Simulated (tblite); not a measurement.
Species: C6H11F2NO.
Geometry (GFN2-xTB, Å), atoms numbered from 1 in this order:
```xyz
21
C6H11F2NO angstrom
C     -2.9086   -1.1165   -1.0612
C     -1.9420   -0.6373    0.0142
C     -0.5823   -0.2756   -0.5722
F     -0.7290    0.6767   -1.5460
F     -0.0602   -1.3482   -1.2460
O      0.2437    0.1420    0.4057
C      1.5786    0.5510    0.1929
C      2.1450    0.5366   -1.1825
N      2.2643    0.9201    1.1665
C      1.7552    0.9486    2.5100
H     -3.0642   -0.3396   -1.8056
H     -3.8653   -1.3657   -0.6115
H     -2.5160   -1.9998   -1.5588
H     -1.7709   -1.4120    0.7621
H     -2.3212    0.2548    0.5135
H      1.5772    1.1919   -1.8410
H      2.1232   -0.4692   -1.5985
H      3.1718    0.8825   -1.1243
H      2.5558    1.3093    3.1538
H      1.4436   -0.0460    2.8362
H      0.8925    1.6132    2.5923
```

All values are computed: GFN2-xTB (tblite) harmonic vibrations without scaling, gas phase. The method is semi-empirical: single wavenumbers can be off by several per cent or more. One conformer, not necessarily the lowest. The optimisation stopped once no atom felt more than 0.01 eV/Å.

Lowest wavenumbers of the output (negative numbers stand for imaginary wavenumbers):
```
mode    cm-1
  1     -61.0
  2      29.4
  3      67.5
  4     105.5
  5     112.4
  6     182.0
  7     190.5
  8     211.1
```

Problem. Is this structure a minimum?

Solution. No. 1 mode is imaginary beyond 20i (61i cm⁻¹), so at this level the point lies at or near a first-order saddle.

Problem. Which atoms move in the imaginary mode?

Solution. 61i: H20 (methyl hydrogen) 34 %, H21 (methyl hydrogen) 34 %, H19 (methyl hydrogen) 31 %. These are shares of the mass-weighted motion.

Problem. What is the remedy?

Solution. Step along that mode in both directions, optimise again with tighter thresholds and repeat the frequencies. The zero-point energy of this point (103.8 kcal/mol) counts the 56 real modes alone, and thermal corrections from it aren't those of a minimum.

The run took 1.4 s of wall time on Intel Xeon Platinum 8259CL at 2.50 GHz, one thread, shared host with 96 logical CPUs at a one-minute load of 53. This covers the Hessian and the dipole derivatives.
